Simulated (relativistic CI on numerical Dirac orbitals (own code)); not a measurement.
d1 to d9 in one octahedral field

Computed with a parametric ligand-field model without spin-orbit coupling, by exact diagonalisation: B = 740, C = 2820, 10Dq = 11600 cm⁻¹ (Oh; |10Dq|/B = 15.7) for every shell. Energies in cm⁻¹; the field energy is (0.6 n_e − 0.4 n_t2) × 10Dq of the ground term; g labels are left out.

```tsv
Shell	Ground term	Electrons in e	Field energy	First spin-allowed bands	Lowest term of other spin
d1	2T2	0.000	-4640	2E 11600	
d2	3T1	0.050	-8696	3T2 10402, 3T1 20305	1T2 10528
d3	4A2	0.000	-13920	4T2 11600, 4T1 17869	2E 13629
d4	5E	1.000	-6960	5T2 11600	3T1 5423
d5	6A1	2.000	0	none	4T1 12028
d6	5T2	2.000	-4640	5E 11600	1A1 924
d7	4T1	2.050	-8696	4T2 10402, 4T1 20305	2E 2240
d8	3A2	2.000	-13920	3T2 11600, 3T1 17869	1E 11289
d9	2E	3.000	-6960	2T2 11600
```

Every shell keeps the spin of the free ion. Only d4 to d7 can choose; the field needed to pair spins is smallest for d6 and largest for d5, which loses most exchange energy. In the strong-field picture 10Dq must exceed about 6B + 5C = 18540 (d4), 7.5B + 5C = 19650 (d5), 2.5B + 4C = 13130 (d6) and 4B + 4C = 14240 (d7); mixing of terms shifts these bounds somewhat. High-spin d^(n+5) repeats the spin-allowed bands of d^n, since the half-filled shell is spherical.
